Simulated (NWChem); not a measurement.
The numbers come from NWChem runs, not from measurements. System: CHNO, charge 0, spin multiplicity 1, displaced from the optimised geometry. Level: CR-CCSD(T)/cc-pVDZ, 3 core orbitals frozen, spin-restricted.

NWChem printed:

```
             Northwest Computational Chemistry Package (NWChem) 7.3.0
             --------------------------------------------------------

                                NWChem Input Module
                                -------------------

 Scaling coordinates for geometry "geometry" by  1.889725989
 (inverse scale =  0.529177249)

                             Geometry "geometry" -> ""
                             -------------------------

 Output coordinates in angstroms (scale by  1.889725989 to convert to a.u.)

  No.       Tag          Charge          X              Y              Z
 ---- ---------------- ---------- -------------- -------------- --------------
    1 N                    7.0000     1.16003500    -0.07317700     0.00000000
    2 C                    6.0000    -0.04679300     0.01949200     0.00000000
    3 O                    8.0000    -2.08316100    -0.07428800     0.00000000
    4 H                    1.0000     1.84396900     0.66806200     0.00000000

 Effective nuclear repulsion energy (a.u.)      46.2802724587

            Nuclear Dipole moment (a.u.)
            ----------------------------
        X                 Y               Z
 ---------------- ---------------- ----------------
   -13.1937493783    -0.6076017074     0.0000000000


 Summary of "ao basis" -> "" (spherical)
 ------------------------------------------------------------------------------
       Tag                 Description            Shells   Functions and Types
 ---------------- ------------------------------  ------  ---------------------
 *                          cc-pvdz                   on all atoms

 Summary of "ao basis" -> "ao basis" (spherical)
 ------------------------------------------------------------------------------
       Tag                 Description            Shells   Functions and Types
 ---------------- ------------------------------  ------  ---------------------
 N                          cc-pvdz                  6       14   3s2p1d
 C                          cc-pvdz                  6       14   3s2p1d
 O                          cc-pvdz                  6       14   3s2p1d
 H                          cc-pvdz                  3        5   2s1p

                                 NWChem SCF Module
                                 -----------------

  ao basis        = "ao basis"
  functions       =    47
  atoms           =     4
  closed shells   =    11
  open shells     =     0
  charge          =   0.00
  wavefunction    = RHF
  use symmetry    = F
  symmetry adapt  = F

 Summary of "ao basis" -> "ao basis" (spherical)
 ------------------------------------------------------------------------------
       Tag                 Description            Shells   Functions and Types
 ---------------- ------------------------------  ------  ---------------------
 N                          cc-pvdz                  6       14   3s2p1d
 C                          cc-pvdz                  6       14   3s2p1d
 O                          cc-pvdz                  6       14   3s2p1d
 H                          cc-pvdz                  3        5   2s1p

 Forming initial guess at       0.0s

      Superposition of Atomic Density Guess
      -------------------------------------

 Sum of atomic energies:        -167.22911935

      Non-variational initial energy
      ------------------------------

 Total energy =    -167.391463
 1-e energy   =    -319.541884
 2-e energy   =     105.870149
 HOMO         =      -0.368984
 LUMO         =      -0.194523

 Starting SCF solution at       0.2s

 ----------------------------------------------
         Quadratically convergent ROHF

 Convergence threshold     :          1.000E-07
 Maximum no. of iterations :          100
 Final Fock-matrix accuracy:          1.000E-09
 ----------------------------------------------

              iter       energy          gnorm     gmax       time
             ----- ------------------- --------- --------- --------
                 1     -167.2125922414  1.75D+00  8.58D-01      0.2
                 2     -167.4568513260  8.00D-01  3.35D-01      0.2
                 3     -167.5342289064  3.76D-01  1.29D-01      0.2
                 4     -167.5455174985  1.90D-01  7.50D-02      0.2
[...]
     7      0.352750  1 N  px                 8     -0.258237  1 N  py
    43     -0.226040  4 H  s                 21      0.212424  2 C  px
     5     -0.181424  1 N  py                 3      0.170075  1 N  s

 Vector   13  Occ=0.000000D+00  E= 1.001745D-01
              MO Center= -1.4D+00, -3.2D-03,  6.8D-17, r^2= 2.9D+00
   Bfn.  Coefficient  Atom+Function         Bfn.  Coefficient  Atom+Function
  ----- ------------  ---------------      ----- ------------  ---------------
    35      0.564324  3 O  px                32      0.511088  3 O  px
    44     -0.482306  4 H  s                  3      0.469166  1 N  s
    17     -0.372997  2 C  s

 Vector   14  Occ=0.000000D+00  E= 1.501311D-01
              MO Center=  2.6D-01,  6.7D-03, -9.4D-16, r^2= 1.8D+00
   Bfn.  Coefficient  Atom+Function         Bfn.  Coefficient  Atom+Function
  ----- ------------  ---------------      ----- ------------  ---------------
    23      0.739453  2 C  pz                 9     -0.589194  1 N  pz
    20      0.458009  2 C  pz                 6     -0.349716  1 N  pz

 center of mass
 --------------
 x =  -0.69334967 y =  -0.05737572 z =   0.00000000

 moments of inertia (a.u.)
 ------------------
           2.063966559290          -7.278119269758           0.000000000000
          -7.278119269758         306.819534739675           0.000000000000
           0.000000000000           0.000000000000         308.883501298965

  Mulliken analysis of the total density
  --------------------------------------

    Atom       Charge   Shell Charges
 -----------   ------   -------------------------------------------------------
    1 N    7     7.20   2.00  0.76  0.68  2.34  1.39  0.03
    2 C    6     5.83   2.00  0.81  0.83  1.52  0.58  0.09
    3 O    8     8.17   2.00  0.93  1.05  2.48  1.71  0.00
    4 H    1     0.80   0.66  0.07  0.06

       Multipole analysis of the density wrt the origin
       ------------------------------------------------

     L   x y z        total         open         nuclear
     -   - - -        -----         ----         -------
     0   0 0 0     -0.000000      0.000000     22.000000

     1   1 0 0      1.356678      0.000000    -13.193749
     1   0 1 0      0.595345      0.000000     -0.607602
     1   0 0 1      0.000000      0.000000      0.000000

     2   2 0 0    -11.938452      0.000000    169.802700
     2   1 1 0      2.032832      0.000000      6.678707
     2   1 0 1     -0.000000      0.000000      0.000000
     2   0 2 0    -12.080666      0.000000      1.893451
     2   0 1 1     -0.000000      0.000000      0.000000
     2   0 0 2    -13.013396      0.000000      0.000000

                   NWChem Extensible Many-Electron Theory Module
                   ---------------------------------------------


            General Information
            -------------------
      Number of processors :     1
         Wavefunction type : Restricted Hartree-Fock
          No. of electrons :    22
           Alpha electrons :    11
            Beta electrons :    11
           No. of orbitals :    94
            Alpha orbitals :    47
             Beta orbitals :    47
        Alpha frozen cores :     3
         Beta frozen cores :     3
     Alpha frozen virtuals :     0
      Beta frozen virtuals :     0
         Spin multiplicity : singlet
    Number of AO functions :    47
       Number of AO shells :    21
        Use of symmetry is : off
      Symmetry adaption is : off
         Schwarz screening : 0.10D-09

          Correlation Information
          -----------------------
          Calculation type : Coupled-cluster singles & doubles w/ perturbation
   Perturbative correction : Completely renormalized (T)
            Max iterations :      100
        Residual threshold : 0.10D-05
     T(0) DIIS level shift : 0.00D+00
     L(0) DIIS level shift : 0.00D+00
     T(1) DIIS level shift : 0.00D+00
     L(1) DIIS level shift : 0.00D+00
     T(R) DIIS level shift : 0.00D+00
     T(I) DIIS level shift : 0.00D+00
   CC-T/L Amplitude update :  5-th order DIIS
                I/O scheme : Global Array Library
        L-threshold :  0.10D-05
        EOM-threshold :  0.10D-05
 no EOMCCSD initial starts read in
 TCE RESTART OPTIONS
 SLICE:      F
 D4D5:       F
 quantumc:   F
 qrotation:  F
 pwtce:      F
 qducc:      F
 nacto:                         0
 nrotv:                         0
 nrot:                          0

            Memory Information
            ------------------
          Available GA space size is     249034591 doubles
          Available MA space size is     104854948 doubles

 Maximum block size supplied by input
 Maximum block size        24 doubles

 tile_dim =     18

 -------------------------------------------------

 Global array virtual files algorithm will be used

 Parallel file system coherency ......... OK

 4-electron integrals stored in orbital form

 v2    file size   =          1056736
 4-index algorithm nr.  13 is used
 imaxsize =       30
 imaxsize ichop =        0


CCSD iterations
 ---------------------------------------------------------
 Iter          Residuum       Correlation     Cpu    Wall
 ---------------------------------------------------------
    1   0.1767529219461  -0.4181312621380     0.1     0.1
    2   0.0617190881720  -0.4355841970139     0.1     0.1
    3   0.0331762865491  -0.4475174920213     0.1     0.1
    4   0.0239706368726  -0.4504524204444     0.1     0.1
    5   0.0186419884681  -0.4527407422404     0.1     0.1
    6   0.0101874444582  -0.4559946099577     0.1     0.1
    7   0.0068021292124  -0.4568185876606     0.1     0.1
    8   0.0053096917994  -0.4569588881576     0.1     0.1
    9   0.0043249231169  -0.4570540077000     0.1     0.1
   10   0.0035549548144  -0.4571896723107     0.1     0.1
   11   0.0010579659289  -0.4576496069127     0.1     0.1
   12   0.0005660660657  -0.4578123917567     0.1     0.1
   13   0.0004057417682  -0.4578474152409     0.1     0.1
   14   0.0003106688733  -0.4578751823663     0.1     0.1
   15   0.0002507578071  -0.4578875868281     0.1     0.1
   16   0.0001383933961  -0.4579248145241     0.1     0.1
   17   0.0000912544422  -0.4579249951941     0.1     0.1
   18   0.0000732043525  -0.4579276408548     0.1     0.1
   19   0.0000593941674  -0.4579271018818     0.1     0.1
   20   0.0000497441296  -0.4579281931661     0.1     0.1
   21   0.0000200500737  -0.4579294354665     0.1     0.1
   22   0.0000117179878  -0.4579324331034     0.1     0.1
   23   0.0000092579831  -0.4579329077514     0.1     0.1
   24   0.0000076554269  -0.4579334221196     0.1     0.1
   25   0.0000066119788  -0.4579336381001     0.1     0.1
   26   0.0000043433775  -0.4579345419303     0.1     0.1
   27   0.0000033657897  -0.4579344675348     0.1     0.1
   28   0.0000030243647  -0.4579345107471     0.1     0.1
   29   0.0000027388329  -0.4579344658346     0.1     0.1
   30   0.0000025345596  -0.4579344697900     0.1     0.1
   31   0.0000014599010  -0.4579342954005     0.1     0.1
   32   0.0000009409912  -0.4579344733880     0.1     0.1
 -----------------------------------------------------------------
 Iterations converged
 CCSD correlation energy / hartree =        -0.457934473388016
 CCSD total energy / hartree       =      -168.006020688606867

 Singles contributions

 Doubles contributions
 CR-CCSD(T)

 CR-CCSD[T]  correction energy / hartree =        -0.017322003846043
 CR-CCSD[T] correlation energy / hartree =        -0.475256477234058
 CR-CCSD[T] total energy / hartree       =      -168.023342692452900
 CR-CCSD(T)  correction energy / hartree =        -0.015307645231290
 CR-CCSD(T) correlation energy / hartree =        -0.473242118619306
 CR-CCSD(T) total energy / hartree       =      -168.021328333838170

 Task  times  cpu:       12.2s     wall:       12.2s

 Total times  cpu:       12.2s     wall:       12.2s
```

**Question.** Write an NWChem input that would produce this output.

**Answer.** This is not unique; one that fits is 
```
start mol
memory heap 100 mb stack 700 mb global 1900 mb
geometry units angstroms nocenter noautoz noautosym
  N      1.160035    -0.073177     0.000000
  C     -0.046793     0.019492     0.000000
  O     -2.083161    -0.074288     0.000000
  H      1.843969     0.668062     0.000000
end
basis spherical
  * library cc-pvdz
end
scf
  rhf
  nopen 0
  maxiter 100
  thresh 1e-7
  semidirect memsize 60000000 filesize 0
end
tce
  freeze core 3
  cr-ccsd(t)
  2eorb
  2emet 13
  thresh 1e-6
  maxiter 100
  tilesize 24
end
task tce energy
```
